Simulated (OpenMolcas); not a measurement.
## Dy2+ in a point-charge field

Dy2+ among 6 point charges of -0.5 e arranged as a tetragonal octahedron (D4h), 2.39 Å from the ion, with the axial distance 2.605 Å.

```json
{
 "Program": "OpenMolcas",
 "Method": "CASSCF",
 "Basis": "ANO-RCC-VDZP [7s6p4d2f1g]",
 "Scalar Hamiltonian": "DKH2, point nucleus",
 "Active space": "10 electrons in 7 orbitals (4f)",
 "State averaging": "2S+1 = 5 even, 35 roots (33 in the spin-orbit step); 2S+1 = 3 even, 106 roots kept (CI in the orbitals of an earlier block); 2S+1 = 1 even, 34 roots kept (CI in the orbitals of an earlier block, 31 in the spin-orbit step)",
 "Spin-orbit coupling": "state interaction with AMFI integrals over the reference wave functions"
}
```

The lowest spin-free states (labels of D4, the rotations of D4h), above the lowest:

| State | Degeneracy | E (cm-1) | Free-ion L (%) |
| --- | --- | --- | --- |
| 5A1 | 1 | 0.0 | I (100) |
| 5E | 2 | 1.7 | I (100) |
| 5B1 | 1 | 3.4 | I (100) |
| 5B2 | 1 | 81.5 | I (100) |
| 5B1 | 1 | 93.1 | I (100) |
| 5E | 2 | 93.6 | I (100) |
| 5B2 | 1 | 94.9 | I (100) |
| 5A2 | 1 | 108.8 | I (100) |
| 5A1 | 1 | 116.7 | I (100) |
| 5E | 2 | 120.0 | I (100) |
| 5E | 2 | 16383 | F (100) |
| 5A1 | 1 | 16479 | S (100) |
| 5B2 | 1 | 16487 | F (100) |
| 5A2 | 1 | 16512 | F (100) |
| 5E | 2 | 16525 | F (100) |
| 5B1 | 1 | 16539 | F (100) |
| 3E | 2 | 19515 | K (100) |
| 2S+1 = 3 | 4 | 19528 | K (100) |
| 3B1 | 1 | 19531 | K (100) |
| 3B2 | 1 | 19532 | K (100) |

The lowest levels with spin-orbit coupling:

| E (cm-1) | Degeneracy | Label | 2S+1 | J | |mJ| (%) | g |
| --- | --- | --- | --- | --- | --- | --- |
| 0.0 | 1 | A1 | 5 | 8.00 | 0 (84) |  |
| 0.5 | 2 | E | 5 | 8.00 | 1 (75) | 0.00 0.00 0.37 |
| 0.9 | 1 | B1 | 5 | 8.00 | 2 (100) |  |
| 57.8 | 1 | B2 | 5 | 8.00 | 2 (98) |  |
| 62.5 | 2 | E | 5 | 8.00 | 3 (75) | 0.00 0.00 4.47 |
| 69.8 | 1 | A2 | 5 | 8.00 | 4 (97) |  |
| 81.8 | 1 | A1 | 5 | 8.00 | 4 (50) |  |
| 84.8 | 1 | A2 | 5 | 8.00 | 8 (97) |  |
| 86.2 | 1 | A1 | 5 | 8.00 | 8 (60) |  |
| 93.8 | 2 | E | 5 | 8.00 | 5 (93) | 0.00 0.00 11.57 |
| 104.0 | 2 | E | 5 | 8.00 | 7 (100) | 0.00 0.00 17.42 |
| 104.2 | 1 | B1 | 5 | 8.00 | 6 (100) |  |
| 104.7 | 1 | B2 | 5 | 8.00 | 6 (98) |  |
| 4260 | 1 | A2 | 5 | 7.00 | 0 (92) |  |
| 4262 | 2 | E | 5 | 7.00 | 1 (85) | 0.00 0.00 1.18 |
| 4265 | 1 | B2 | 5 | 7.00 | 2 (99) |  |
| 4293 | 1 | B1 | 5 | 7.00 | 2 (99) |  |
| 4301 | 2 | E | 5 | 7.00 | 3 (85) | 0.00 0.00 5.66 |
| 4314 | 1 | A1 | 5 | 7.00 | 4 (100) |  |
| 4319 | 1 | A2 | 5 | 7.00 | 4 (92) |  |

Powder χT (cm3 K/mol): 12.4 at 2 K, 12.7 at 10 K, 13.6 at 50 K, 13.9 at 100 K, 13.9 at 200 K, 14 at 300 K. The effective moment at 300 K is 2.828 √(χT) = 10.56 μB.

Hund's rules give f10 the level 5I8 with g = 1.250, so an isolated free-ion multiplet has χT = g² J(J+1) / 8 = 14.062 cm3 K/mol. The computed 13.953 at 300 K differs by -1 %, through the field's splitting, the mixing of terms and any other multiplet in reach.

Stevens parameters of the J = 8 multiplet, which is 105 cm-1 wide (cm-1, z along the main axis): B20 = 4.177e-01, B40 = -1.441e-03, B44 = -8.746e-03, B60 = 2.306e-07, B64 = 4.036e-05.

High states are left out of the spin-orbit mixing, which shifts the levels that they would mix with. Point charges carry no covalency, so the field is a model and not that of real ligands. A group larger than the point group allows holds several states that coincide in this model. The first state left out of the spin-orbit step lies near 42000 cm-1 above the lowest spin-free state of the reference (among the parities and spins computed), and the lists stop at four fifths of that energy or lower. No measured value stands beside these numbers.

A state without a sure symmetry label is named by its multiplicity alone. With an even number of electrons the g values are those of a degenerate or nearly degenerate non-Kramers pair.
